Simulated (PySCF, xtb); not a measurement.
NbOF3, SMILES [O]=[Nb]([F])([F])[F], multiplicity 1.

GFN2-xTB (xtb) at its own geometry gives an orbital gap of 4.33 eV and a dipole moment of 3.56 D.

The structure is a stationary point at B3LYP-D3(BJ)/def2-SVP. The multiplicity is an assumed one; other spin states were not compared. The def2 effective core potentials stand for the cores of Nb; spin–orbit coupling is left out.

**Question.** What does PySCF with ωB97X/def2-TZVPD give? (The exact figures need the calculation; the answer reports its results.)

**Answer.** gap 13.00 eV (levels -13.16 and -0.16 eV), dipole 1.29 D.
